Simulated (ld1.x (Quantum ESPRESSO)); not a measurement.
# What one change does to a pseudopotential (germanium, TM semilocal)

```json
{
 "Element": "germanium",
 "Generator": "ld1.x (Quantum ESPRESSO) 7.5",
 "Type": "norm-conserving Troullier–Martins (semilocal form)",
 "Functional": "LDA (PZ)",
 "Relativity": "scalar-relativistic",
 "Frozen core": "[Ar]",
 "Valence charge": "14",
 "Reference configuration": "3d10 4s2 4p2",
 "Partial waves": "4s (bound): rc 1.75 bohr; 3d (bound): rc 1.05 bohr; 4p (bound): rc 1.60 bohr",
 "Local potential": "the p channel",
 "Core correction": "none"
}
```

Change: form changed from semilocal to separable (Kleinman–Bylander), still TM; local potential all-electron potential smoothed inside 1.70 bohr (lloc = -1).

Cutoffs: the cutoffs (Ry, on a coarse ladder) from which the occupation-weighted sum of valence levels, in a spherical-Bessel basis at the reference potential, stays within 10 and 1 mRy of its value at 400 Ry; they do not see the model core or the augmentation charge, which bear on the density cutoff. Errors are all-electron minus pseudo energies relative to the spin-unpolarised reference configuration.

Q: What does the change do?

A: The number of tests with a reliable result goes from 9 to 8; of the 8 tests that both files solve, the error grows in 5 and shrinks in 0 by more than 15 % and 0.3 meV (median size 11.3 → 16.9 meV); the range in which the s phases agree narrows (upper end 4.8 → 1.8); the range in which the p phases agree narrows (upper end 4.3 → 2.8); neither file shows a bound ghost. In the semilocal form every listed channel keeps its own potential, so the choice of the local channel does not act on these tests. It acts once the file is put into the separable form. A semilocal file is local in each channel, so a ghost entry of none says nothing of the separable form that plane-wave codes build from it.

```csv
quantity,base,changed
"cutoff, loose",230 Ry,230 Ry
"cutoff, tight",over 300 Ry,over 300 Ry
bound ghosts,none,none
tests with a reliable result,9 of 9,8 of 9
"error for 3d10 4s2 4p1, meV [ΔE 7.64 eV]",+0.1,+0.8
"error for 3d10 4s2 4p0, meV [ΔE 23.35 eV]",+1.1,+4.6
"error for 3d10 4s1 4p0, meV [ΔE 58.57 eV]",+17,+27
"error for 3d9 4s2 4p3, meV [ΔE 29.72 eV]",-374,-391
"error for 3d9 4s2 4p2, meV [ΔE 38.95 eV]",-316,-309
"error for 3d10 4s0 4p0, meV [ΔE 105.22 eV]",+59,+57
"error for 3d10 4s0 4p4, meV [ΔE 16.36 eV]",+5.8,+7.1
"error for 3d10 4s2 4p1 (spin-polarised), meV [ΔE 7.45 eV]",+3.0,+3.5
s: phases at 1.90 bohr within 0.05 rad from the reference energy up to (Ry; the scan ends near 5),4.8,1.8
p: phases at 1.90 bohr within 0.05 rad from the reference energy up to (Ry; the scan ends near 5),4.3,2.8
d: phases at 1.90 bohr within 0.05 rad from the reference energy up to (Ry; the scan ends near 5),1.5,0.9
```
